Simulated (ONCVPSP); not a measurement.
**An all-electron radial function and its pseudo partner (copper)**

Columns: radius, all-electron u(r) and pseudo u(r) of the 3d shell (level -7.15 eV) of copper in the configuration [Ne] 3s2 3p6 3d10 4p1; PBE, scalar-relativistic, ONCV scheme, ONCVPSP 4.0.1.

```tsv
r (bohr)	all-electron	pseudo
0.072	0.0490	0.0129
0.145	0.2211	0.0943
0.217	0.4374	0.2677
0.290	0.6380	0.5068
0.362	0.7902	0.7414
0.435	0.8940	0.9192
0.507	0.9520	1.0113
0.580	0.9746	1.0311
0.652	0.9711	1.0073
0.725	0.9499	0.9661
0.798	0.9173	0.9221
0.870	0.8787	0.8794
0.942	0.8368	0.8367
1.015	0.7932	0.7930
1.088	0.7497	0.7496
1.160	0.7078	0.7077
1.232	0.6675	0.6674
1.305	0.6286	0.6285
1.378	0.5916	0.5915
1.450	0.5572	0.5571
1.522	0.5248	0.5248
1.595	0.4940	0.4939
1.668	0.4650	0.4649
1.740	0.4382	0.4381
1.812	0.4130	0.4130
1.885	0.3891	0.3891
```

Q: How many radial nodes do the two functions have?

A: The all-electron 3d function has n − l − 1 = 0; the pseudo-wave has 0.

Q: At about which radius was the pseudo-wave matched?

A: 1.00 bohr, where the columns begin to agree (steps of 0.07 bohr).

Q: Is the pseudo-wave norm-conserving?

A: Yes: the ONCV scheme keeps the norm inside the radius equal to the all-electron one, which fixes the energy derivative of the logarithmic derivative at the level.
